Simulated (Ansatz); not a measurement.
`[CH3][Al]([NH2])[Cl]` + HBr → `[NH2][Al]([Cl])[Br]` + CH₄ at 600 K and 1 bar (ligand exchange at the Al–C bond).

Computed with Ansatz on PBE0-D4/def2-TZVP structures; ΔE is electronic, products minus reactants. CBS: MP2 limit from def2 TZ/QZ plus the TZ coupled-cluster correction, frozen cores. This one scheme is used for every species. For Br outer-core shells are correlated without core-valence functions, which leaves a few kJ/mol of doubt a bond. Scalar relativity is left out up to krypton. Each species was taken in one conformer, which may not be the lowest.

```tsv
species	CCSD(T)/CBS energy (Eh)	H − E (kJ/mol)	S (J/(mol·K))
`[CH3][Al]([NH2])[Cl]`	-797.68797	222.9	427.1
HBr	-2573.91920	33.5	219.1
`[NH2][Al]([Cl])[Br]`	-3331.20678	123.2	407.6
CH₄	-40.46206	140.4	215.7
```

H − E and S are ideal-gas, rigid-rotor, harmonic terms from PBE0-D4/def2-TZVP, for one conformer and one mirror image of each species. 1 Eh = 2625.50 kJ/mol, R = 8.31446 J/(mol·K).

Question: By hand: ΔE, ΔH, ΔS and ΔG.

Answer: ΔE = (-3331.20678) + (-40.46206) − (-797.68797) − (-2573.91920) = -0.06167 Eh = -161.9 kJ/mol. Δ(H − E) = 123.2 + 140.4 − 222.9 − 33.5 = 7.2, so ΔH = -154.7 kJ/mol. ΔS = 407.6 + 215.7 − 427.1 − 219.1 = -22.9 J/(mol·K). ΔG = -154.7 − 600 × (-22.9)/1000 = -141.0 kJ/mol.

Question: By hand: the equilibrium constant, and the temperature at which ΔG would vanish if ΔH and ΔS stayed fixed.

Answer: log₁₀ K = −ΔG/(RT ln 10) = 12.3. ΔG = 0 at ΔH/ΔS = 6755 K, far beyond where these terms or the molecules hold.

ΔH outweighs TΔS. A doubt of 5 kJ/mol in ΔE shifts log₁₀ K by 0.4 here. Other conformers and mirror images would add mixing entropy, several J/(mol·K) or more a flexible species. Modes under 60 cm⁻¹, often nearly free rotors, make the harmonic entropy too high. These are equilibria of isolated gas molecules and say nothing of rates. Largest T1 diagnostic: 0.009 (customary marks: 0.02 for closed shells, 0.045 for open ones).
